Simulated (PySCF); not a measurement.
How methods differ on the ionisation energy of Cu¹²⁺

Cu¹²⁺ [Ne] 3s2 3p5 [3p1/2^2 3p3/2^3, M_J = 3/2] → Cu¹³⁺ [Ne] 3s2 3p4 [3p1/2^2 3p3/2^2, M_J = 2], as a difference of total energies. Computed with PySCF 2.14 in an uncontracted even-tempered set (20 s from 0.88 bohr⁻², ratio 2.4; 14 p from 1.1 bohr⁻², ratio 2.4; 5 d from 6.6 bohr⁻², ratio 2.6; 4 f from 9.8 bohr⁻², ratio 2.6), with the two-component X2C-1e Hamiltonian. Correlated levels: 1s2 frozen; the 58 highest virtual spinors dropped. "Screened" scales the spin-orbit matrix elements by Boettger's factors to mimic the two-electron term; Breit and QED terms are absent.

| method | ionisation energy (eV) |
| --- | --- |
| GHF (spin-free) | 399.87 |
| GMP2 (spin-free) | 400.76 |
| GHF (screened spin-orbit) | 399.33 |
| GMP2 (screened spin-orbit) | 400.22 |

**Question.** How much does correlation contribute at GMP2 (screened spin-orbit)?

**Answer.** 400.22 − (399.33) = 0.89 eV, measured against GHF (screened spin-orbit).

The labels give the starting determinants; with spin-orbit coupling the two ends relaxed to ⟨J²⟩ = 3.75, ⟨L²⟩ = 2.00, ⟨S²⟩ = 0.75 and ⟨J²⟩ = 6.01, ⟨L²⟩ = 2.31, ⟨S²⟩ = 1.85.

For comparison: 401 ± 0.3 eV (semi-empirical (NIST evaluation); NIST Atomic Spectra Database, ionization energies).
